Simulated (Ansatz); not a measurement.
C5H9AlO2 (`[CH3][Al-]1([CH3])[O]C=CC=[O+]1`), relaxed with RKS PBE0-D4/def2-TZVP in Ansatz 0.2.0 from a GFN2-xTB geometry. The force threshold is 0.005 eV/Å; the program also tests the step.

Total charge 0; spin multiplicity 1.

Start:

```xyz
17

C    -1.775   -0.959   -1.410
Al   -0.165   -0.754   -0.252
C     1.128   -2.132    0.386
O     0.824    0.679   -0.904
C     1.020    1.828   -0.429
C     0.485    2.296    0.765
C    -0.334    1.467    1.519
O    -0.644    0.286    1.208
H    -2.500   -1.652   -0.975
H    -1.518   -1.378   -2.387
H    -2.319   -0.030   -1.608
H     1.941   -1.740    1.007
H     1.604   -2.656   -0.447
H     0.636   -2.908    0.979
H     1.664    2.502   -1.011
H     0.702    3.294    1.101
H    -0.749    1.857    2.459
```

```csv
step,energy (eV),largest force (eV/Å),largest move (Å)
1,-16015.5444,0.603,0.000
2,-16015.6324,0.342,0.089
3,-16015.6459,0.142,0.036
4,-16015.6479,0.044,0.015
5 (rejected),-16015.6472,0.107,0.011
6,-16015.6481,0.012,0.005
7,-16015.6482,0.005,0.005
```

End:

```xyz
17

C    -1.706   -0.995   -1.369
Al   -0.147   -0.695   -0.232
C     1.058   -2.121    0.340
O     0.863    0.694   -0.949
C     1.027    1.838   -0.440
C     0.478    2.285    0.757
C    -0.341    1.471    1.532
O    -0.672    0.281    1.263
H    -2.412   -1.695   -0.910
H    -1.423   -1.423   -2.337
H    -2.255   -0.070   -1.574
H     1.873   -1.748    0.968
H     1.517   -2.629   -0.515
H     0.531   -2.888    0.917
H     1.662    2.526   -1.008
H     0.691    3.290    1.092
H    -0.746    1.879    2.464
```

Hardware: 4 threads of an AMD EPYC 7R13 on a shared host and a share of an NVIDIA H100 80 GB. Wall time 10 s, peak host memory 0.94 GiB.
